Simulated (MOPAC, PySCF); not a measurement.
H6OSi2, SMILES `O[SiH2][SiH3]` (H–O–Si–Si torsion 59°), neutral singlet in the gas phase. 

Cartesian coordinates (Å):
SMILES: O[SiH2][SiH3]
```xyz
9

O      1.6386     0.9533     0.8486
Si     0.9915    -0.2283    -0.1107
Si    -1.3554    -0.2466    -0.0532
H      1.3916     1.8601     0.6635
H      1.4275    -0.0735    -1.5299
H      1.5364    -1.5055     0.4127
H     -1.8898     1.0738    -0.4920
H     -1.8629    -0.5209     1.3182
H     -1.8781    -1.2916    -0.9764
```
Charge 0, spin multiplicity 1.

All levels are single points at this geometry (PBE0-D4/def2-TZVP); Pople sets use spherical d functions. Orbital energies aren't observables, and empty levels follow the basis.

HF/STO-3G in PySCF gives gap (eV) = 18.75.

Question: Estimate the gap (eV) from each of these levels: PBE0-D4/def2-TZVP in PySCF; B3LYP/3-21G in PySCF; BP86/6-31G* in PySCF; PBE/6-31G* in PySCF; SVWN5/6-31G* in PySCF; HF/3-21G in PySCF; HF/6-31G* in PySCF; AM1 in MOPAC.

Answer: 
```csv
level,gap (eV)
PBE0-D4/def2-TZVP in PySCF,7.39
B3LYP/3-21G in PySCF,7.37
BP86/6-31G* in PySCF,5.57
PBE/6-31G* in PySCF,5.47
SVWN5/6-31G* in PySCF,5.35
HF/3-21G in PySCF,13.93
HF/6-31G* in PySCF,13.74
AM1 in MOPAC,9.23
```
